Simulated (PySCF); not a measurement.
Si(F)3(GeH3) (F3GeH3Si), SMILES F[Si](F)(F)[GeH3]. Atoms are numbered in the order given.

```xyz
8

F      1.4956     0.0054    -1.4842
Si     0.0000     0.0000    -0.8865
F     -0.7525     1.2925    -1.4842
F     -0.7431    -1.2979    -1.4842
Ge     0.0000     0.0000     1.4568
H      0.7420     1.2440     1.9554
H      0.7063    -1.2646     1.9554
H     -1.4484     0.0206     1.9554
```

Geometry: ωB97X-D3(BJ)/def2-SVP. The structure was generated by enumeration, and PubChem lists no compound with its InChIKey, so it may never have been made.

Calculation: B3LYP/pcSseg-1 in PySCF.

GIAO shieldings, no solvent; atoms alike by connectivity are averaged. δ = σ(ref) − σ: ¹⁹F against CFCl3 (σ = 161.7 ppm); ²⁹Si against TMS (σ = 338.7 ppm); ⁷³Ge against GeH4 (σ = 1631.8 ppm); ¹H against TMS (σ = 31.68 ppm), references at their B3LYP-D3(BJ)/def2-TZVP geometries, non-relativistic.

Estimate the chemical shifts. (Estimate from the structure and the level; the computed values follow.)


| nucleus | atoms | count | δ (ppm) |
|---|---|---|---|
| ¹⁹F | F1, F3, F4 | 3 | -122.4 |
| ²⁹Si | Si2 | 1 | -39.4 |
| ⁷³Ge | Ge5 | 1 | -39.4 |
| ¹H | H6, H7, H8 | 3 | 3.73 |
